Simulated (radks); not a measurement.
Values are calculated unless marked as measured or tabulated.
Spherical quantum dot in the effective-mass picture: electrons in a well V = -V0 / (1 + exp((r - R)/a)) with V0 = 3.95, R = 13.5, a = 0.81, with a point charge +1 (a donor) at the centre, all in effective atomic units (hartree* = m*/eps^2 hartree, bohr* = eps/m* bohr), one dielectric constant everywhere. Level of theory: non-relativistic Kohn-Sham, LDA (Slater exchange, Perdew-Wang correlation), spin-polarised, spherical densities (a radial shooting solver with Libxc functionals). Levels are named by radial order and angular momentum (1s, 1p, 1d, 2s, ...), and open shells are averaged over m.

N = 16, configuration 1s2 1p6 1d(up 5, down 2) 2s(up 1, down 0). This is the lowest configuration that the search found (a dilute case). Occupied and some empty levels:

level    occupation  eigenvalue (hartree*)  <r> (bohr*)
1s up             1                -2.5338        1.732
2s up             1                -2.4772        8.966
1s down           1                -2.4698        8.834
1p up             3                -2.4651        9.128
1p down           3                -2.4552        9.122
1d up             5                -2.4391        9.284
1d down           2                -2.4291        9.281
1f up             0                -2.4020        9.440
2s down           0                -2.3993        2.658
1f down           0                -2.3921        9.442
1g up             0                -2.3548        9.592
1g down           0                -2.3448        9.597
2p up             0                -2.2753        6.505
2p down           0                -2.2655        6.690

Energy (hartree*): total -51.9834, kinetic 1.7655, external -64.870, Hartree 13.366, exchange-correlation -2.2455.

Electron density:

r (bohr*)  n(r) (e/bohr*^3)
0.814               0.05838
1.72                0.01016
2.63               0.001984
3.53              0.0005481
4.44              0.0004087
5.34              0.0006658
6.25               0.001235
7.16               0.002132
8.06               0.003180
8.97               0.003812
9.88               0.003322
10.8               0.001828
11.7              0.0005195
12.6             0.00006139
13.5              2.727e-06
14.4              4.951e-08
